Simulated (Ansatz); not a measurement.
Two structures of CH7GaS, singlet, reached by relaxing down either side of one saddle point (PBE0-D4/def2-TZVP). Energies are electronic, without zero-point energy. Computed with Ansatz 0.2.0 (basis: def2-TZVPP and def2-QZVPP); correlated methods freeze the cores. Filled d shells of the heavier atoms are correlated. The def2 sets are not built for correlating such inner shells, so the correlated values are less sure here. Extrapolation: Hartree–Fock as exp(−7.88 √X), correlation as X^−2.97. First:

Ga1  (-0.896, 0.436, 0.521)
C2  (0.222, 0.944, -1.037)
H3  (-2.285, -0.275, 0.277)
H4  (-0.647, 1.140, 1.913)
H5  (1.581, -1.316, 1.159)
S6  (0.322, -1.780, 1.218)
H7  (-0.155, 1.877, -1.466)
H8  (1.264, 1.115, -0.754)
H9  (0.192, 0.189, -1.826)
H10  (0.402, -2.330, -0.005)
(Å)

Second:

```xyz
10
angstrom
Ga -1.1819 -0.3386 1.0833
C 0.8896 0.9465 -1.1255
H -2.0984 -0.6989 -0.1267
H -1.1487 1.0139 1.8580
H 1.3711 0.1538 -0.5512
S 0.1610 -1.8998 1.8657
H 0.4930 1.7082 -0.4523
H 1.6281 1.4093 -1.7798
H 0.0858 0.5308 -1.7338
H -0.1995 -2.8252 0.9621
```

Q: Which bonds change from the first to the second?

A: CH₅Ga ([CH3][GaH2]) + H₂S → GaH₃S ([SH][GaH2]) + CH₄; bonds formed: C2–H5; dative contacts that become bonds: Ga1–S6; bonds broken: Ga1–C2, H5–S6.

Q: Give the saddle point's structure and its height above each. (Judge from chemistry; the value comes from the calculation.)

A: The calculation gives: 89.6 kJ/mol above the first and 174.6 kJ/mol above the second (CCSD(T) at an estimated basis limit (MP2 extrapolated from triple and quadruple zeta, plus CCSD(T) − MP2 in triple zeta)).
```xyz
10
angstrom
Ga -0.9049 0.2181 0.7059
C 0.4835 0.7047 -0.8572
H -2.1886 -0.4070 0.0813
H -0.7507 1.2600 1.8537
H 0.7229 -0.4564 0.1029
S 0.6715 -1.6017 1.2344
H -0.1421 1.5660 -1.1295
H 1.4706 1.1102 -0.6266
H 0.5382 0.0697 -1.7431
H 0.0996 -2.4636 0.3782
```

No T1 diagnostic of these runs exceeds 0.013.

Exchanges of this kind with a chalcogen hydride build sulfide and selenide films.

Labels in which every atom is bracketed show which atoms are joined, not bond orders.

For scale, one of the runs: CCSD(T)/def2-TZVPP, 219 basis functions, launched by `ansatz run in.yaml --threads 4 --pin off --events-out ev --progress --plain --max-ram 9574MiB`. Time: 73 s of wall clock on 4 CPU threads of an Arm Neoverse V2; the host was shared. Peak host memory: 3.1 GiB.
